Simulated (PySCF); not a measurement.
**Relaxation of quintet PdOI2**

Method: PySCF, UB3LYP, basis Pd def2-SVP with ECP28, O def2-SVP, I def2-SVP with ECP28 (scalar-relativistic core potentials, no spin–orbit coupling, density fitting). A (50,194) grid was used.

A hand-made T-shaped (ligand arrangement 1) start, of Cs symmetry, held to at least that symmetry:

```xyz
4
charge 0 multiplicity 5, angstrom
Pd   -0.7800    0.0000   -0.8870
O    -2.5189    0.0000   -0.8263
I    -0.7800    0.0000    1.6430
I     1.7485    0.0000   -0.7987
```

Optimiser trace:
```json
{"step": "0", "E − E(last) (kJ/mol)": "78.35", "largest gradient (Eh/bohr)": "0.06421"}
{"step": "1", "E − E(last) (kJ/mol)": "32.31", "largest gradient (Eh/bohr)": "0.02415"}
{"step": "2", "E − E(last) (kJ/mol)": "16.60", "largest gradient (Eh/bohr)": "0.01343"}
{"step": "3", "E − E(last) (kJ/mol)": "9.38", "largest gradient (Eh/bohr)": "0.00869"}
{"step": "4", "E − E(last) (kJ/mol)": "6.30", "largest gradient (Eh/bohr)": "0.00526"}
{"step": "5", "E − E(last) (kJ/mol)": "4.12", "largest gradient (Eh/bohr)": "0.00639"}
{"step": "6", "E − E(last) (kJ/mol)": "2.67", "largest gradient (Eh/bohr)": "0.00615"}
{"step": "7", "E − E(last) (kJ/mol)": "1.88", "largest gradient (Eh/bohr)": "0.00453"}
{"step": "8", "E − E(last) (kJ/mol)": "1.41", "largest gradient (Eh/bohr)": "0.00300"}
{"step": "9", "E − E(last) (kJ/mol)": "0.98", "largest gradient (Eh/bohr)": "0.00405"}
{"step": "10", "E − E(last) (kJ/mol)": "0.62", "largest gradient (Eh/bohr)": "0.00418"}
{"step": "11", "E − E(last) (kJ/mol)": "0.33", "largest gradient (Eh/bohr)": "0.00303"}
{"step": "12", "E − E(last) (kJ/mol)": "0.17", "largest gradient (Eh/bohr)": "0.00183"}
{"step": "13", "E − E(last) (kJ/mol)": "0.10", "largest gradient (Eh/bohr)": "0.00122"}
{"step": "14", "E − E(last) (kJ/mol)": "0.04", "largest gradient (Eh/bohr)": "0.00090"}
{"step": "15", "E − E(last) (kJ/mol)": "0.01", "largest gradient (Eh/bohr)": "0.00063"}
{"step": "16", "E − E(last) (kJ/mol)": "0.00", "largest gradient (Eh/bohr)": "0.00026"}
{"step": "17", "E − E(last) (kJ/mol)": "0.00", "largest gradient (Eh/bohr)": "0.00014"}
```

It ends at Cs with Pd–I 2.721 Å, Pd–I 2.796 Å, Pd–O 1.803 Å; I–Pd–I 77.5°, I–Pd–O 123.6°, I–Pd–O 158.9° (after a last refinement on a finer grid). A frequency run shows a minimum. Other isomers or separated fragments may lie lower.

Open d and f shells are described by one determinant, and the ground state may have another occupation or spin. At this level a triplet minimum of Cs symmetry lies 47 kJ/mol below this structure. No spin–orbit coupling is included, which matters more the heavier the element.

The relaxation took of the order of 4 core-minutes on a shared host.
